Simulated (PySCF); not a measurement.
Compound: C7H9N.
Bonds: C1–C2, C2–C3, C3–C4 (aromatic), C4–C5 (aromatic), C5–N6 (aromatic), N6–C7 (aromatic), C7–C8 (aromatic), C3–C8 (aromatic). Hydrogens: H9, H10, H11 on C1; H12, H13 on C2; H14 on C4; H15 on C5; H16 on C7; H17 on C8.

The same species was optimised twice, with GFN2-xTB and with PBE0-D3(BJ)/def2-SVP (PySCF), and the same property calculations (PySCF, gas phase) were run on both structures.

```
     coordinate  GFN2-xTB  PBE0-D3(BJ)/def2-SVP  change
      C4–C5 (Å)     1.385                 1.394  +0.009
      C7–C8 (Å)     1.385                 1.394  +0.009
      N6–C7 (Å)     1.322                 1.331  +0.009
      C5–N6 (Å)     1.322                 1.330  +0.008
      C3–C4 (Å)     1.390                 1.398  +0.008
      C3–C8 (Å)     1.390                 1.398  +0.008
      C2–C3 (Å)     1.500                 1.503  +0.003
      C1–C2 (Å)     1.530                 1.527  -0.003
   C1–C2–C3 (°)     110.1                 112.3    +2.2
   C4–C3–C8 (°)     117.4                 116.7    -0.7
   C5–N6–C7 (°)     117.7                 117.1    -0.6
   C3–C8–C7 (°)     119.0                 119.4    +0.4
   C2–C3–C4 (°)     121.2                 121.6    +0.4
   C3–C4–C5 (°)     119.0                 119.4    +0.4
   C2–C3–C8 (°)     121.4                 121.6    +0.2
   C4–C5–N6 (°)     123.5                 123.7    +0.2
C1–C2–C3–C4 (°)        89                    89       0
```

Rotational constants: A = 4776, B = 1499, C = 1257 MHz (GFN2-xTB) against A = 4757, B = 1467, C = 1231 MHz (PBE0-D3(BJ)/def2-SVP). Point groups within 0.08 Å: Cs and Cs.

On the GFN2-xTB structure: HOMO (eV) -7.25 [PBE0/pcSseg-1]; LUMO (eV) -0.60 [PBE0/pcSseg-1]; dipole (D) 2.78 [PBE0/pcSseg-1]; GIAO shielding of C1 (ppm) 164.9 [PBE0/pcSseg-1]; GIAO shielding of C2 (ppm) 152.2 [PBE0/pcSseg-1]; GIAO shielding of C3 (ppm) 27.2 [PBE0/pcSseg-1]; GIAO shielding of C4/C8 (mean) (ppm) 59.1 [PBE0/pcSseg-1]; GIAO shielding of C5/C7 (mean) (ppm) 30.8 [PBE0/pcSseg-1]; GIAO shielding of N6 (ppm) -85.4 [PBE0/pcSseg-1].

Question: What do these properties become on the PBE0-D3(BJ)/def2-SVP structure?

Answer: 
```json
{"property": "HOMO (eV)", "level": "PBE0/pcSseg-1", "on GFN2-xTB": "-7.25", "on PBE0-D3(BJ)/def2-SVP": "-7.31", "change": "-0.06"}
{"property": "LUMO (eV)", "level": "PBE0/pcSseg-1", "on GFN2-xTB": "-0.60", "on PBE0-D3(BJ)/def2-SVP": "-0.69", "change": "-0.09"}
{"property": "dipole (D)", "level": "PBE0/pcSseg-1", "on GFN2-xTB": "2.78", "on PBE0-D3(BJ)/def2-SVP": "2.81", "change": "+0.03"}
{"property": "energy, GFN2-xTB geometry as zero (kcal/mol)", "level": "PBE0/pcSseg-1", "on GFN2-xTB": "0.0", "on PBE0-D3(BJ)/def2-SVP": "-0.5", "change": "-0.5"}
{"property": "GIAO shielding of C1 (ppm)", "level": "PBE0/pcSseg-1", "on GFN2-xTB": "164.9", "on PBE0-D3(BJ)/def2-SVP": "163.8", "change": "-1.1"}
{"property": "GIAO shielding of C2 (ppm)", "level": "PBE0/pcSseg-1", "on GFN2-xTB": "152.2", "on PBE0-D3(BJ)/def2-SVP": "151.4", "change": "-0.8"}
{"property": "GIAO shielding of C3 (ppm)", "level": "PBE0/pcSseg-1", "on GFN2-xTB": "27.2", "on PBE0-D3(BJ)/def2-SVP": "26.1", "change": "-1.1"}
{"property": "GIAO shielding of C4/C8 (mean) (ppm)", "level": "PBE0/pcSseg-1", "on GFN2-xTB": "59.1", "on PBE0-D3(BJ)/def2-SVP": "56.0", "change": "-3.1"}
{"property": "GIAO shielding of C5/C7 (mean) (ppm)", "level": "PBE0/pcSseg-1", "on GFN2-xTB": "30.8", "on PBE0-D3(BJ)/def2-SVP": "28.4", "change": "-2.4"}
{"property": "GIAO shielding of N6 (ppm)", "level": "PBE0/pcSseg-1", "on GFN2-xTB": "-85.4", "on PBE0-D3(BJ)/def2-SVP": "-90.1", "change": "-4.7"}
```

The heavy atoms differ by 0.022 Å rms after alignment. Among bonds between heavy atoms C3–C4, C3–C8, C4–C5, C5–N6, N6–C7 and C7–C8 change most and about equally (+0.008 to +0.009 Å). Changes are differences of the printed values. Neither structure is proved a minimum here.

Conformer computed: `[CH3:1][CH2:2][c:3]1[cH:4][cH:5][n:6][cH:7][cH:8]1`: C1–C2–C3–C4 89°.
